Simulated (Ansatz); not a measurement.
Input and output for SnEtH3 (C2H8Sn).

```yaml
crystal:
  periodic: [false, false, false]
  atoms:
    - {symbol: Sn, position_ang: [-0.309746, -0.428877, -1.533971]}
    - {symbol: C, position_ang: [-0.278369, -0.412893, 0.628838]}
    - {symbol: C, position_ang: [0.520788, 0.740023, 1.219939]}
    - {symbol: H, position_ang: [0.126914, -1.385445, 0.951126]}
    - {symbol: H, position_ang: [-1.327475, -0.384624, 0.964464]}
    - {symbol: H, position_ang: [0.511868, 0.715198, 2.322494]}
    - {symbol: H, position_ang: [1.576042, 0.712227, 0.904408]}
    - {symbol: H, position_ang: [0.117173, 1.719071, 0.915685]}
    - {symbol: H, position_ang: [1.298689, -0.465376, -2.135792]}
    - {symbol: H, position_ang: [-1.078850, 0.992303, -2.116305]}
    - {symbol: H, position_ang: [-1.157046, -1.801619, -2.120887]}
basis:
  gaussian: {orbitals: def2-mTZVP}
hamiltonian: {xc: {name: wB97X}}
scf: {omitted_lower_state_checks: [starts]}
output: {forces: true}
```

```sh
$ ansatz run in.yaml --threads 4 --pin off --events-out ev --progress --plain --max-ram 3916MiB
```

Shortened log:

```
Functional definition: wB97X
1075 factors; integrals over basis functions are off by at most 1.1e-3 eV
326 factors; integrals over basis functions are off by at most 6.1e-6 eV
mean field evaluation 1: about -8032.5061 eV, gradient 4.0e1 eV
mean field evaluation 2: about -8033.7289 eV, gradient 3.3e1 eV
mean field evaluation 4: about -8036.3232 eV, gradient 9.2e-1 eV
mean field evaluation 8: about -8036.3914 eV, gradient 3.2e-2 eV
mean field evaluation 16: about -8036.3914 eV, gradient 3.7e-5 eV
mean field -8036.39138835 eV, -295.3319362601 hartree, gradient 3.7e-5 eV, S^2 0.000000; 0 other end points of the search recorded, 0 dependent functions left out
reference -8036.39134424 eV, -295.3319346392 hartree; 21, 21 occupied and 77, 77 virtual orbitals, 1075 factors
Total energy: -8036.39134424 eV, -295.3319346392 hartree
Atom 0 at    -0.309746    -0.428877    -1.533971 Å, force     0.022768     0.031485     0.117060 eV/Å
Atom 1 at    -0.278369    -0.412893     0.628838 Å, force    -0.245838    -0.356214    -0.141911 eV/Å
Atom 2 at     0.520788     0.740023     1.219939 Å, force     0.197411     0.284181     0.188049 eV/Å
Atom 3 at     0.126914    -1.385445     0.951126 Å, force    -0.111758     0.312172    -0.019725 eV/Å
Atom 4 at    -1.327475    -0.384624     0.964464 Å, force     0.331795     0.005895    -0.023596 eV/Å
Atom 5 at     0.511868     0.715198     2.322494 Å, force    -0.001423     0.001467    -0.319922 eV/Å
Atom 6 at     1.576042     0.712227     0.904408 Å, force    -0.293035    -0.005550     0.078042 eV/Å
Atom 7 at     0.117173     1.719071     0.915685 Å, force     0.097364    -0.276264     0.075365 eV/Å
Atom 8 at     1.298689    -0.465376    -2.135792 Å, force    -0.057549     0.000156     0.014593 eV/Å
Atom 9 at    -1.078850     0.992303    -2.116305 Å, force     0.029032    -0.050225     0.014464 eV/Å
Atom 10 at    -1.157046    -1.801619    -2.120887 Å, force     0.031233     0.052897     0.017581 eV/Å
Dipole moment:    -0.003267    -0.007612     0.186013 e Å
Checks for a lower state left out: starts
```

It took 2.9 s on 4 threads of Arm Neoverse V2 on a shared host.

In the def2 sets Sn takes a core potential; there is no spin–orbit coupling.
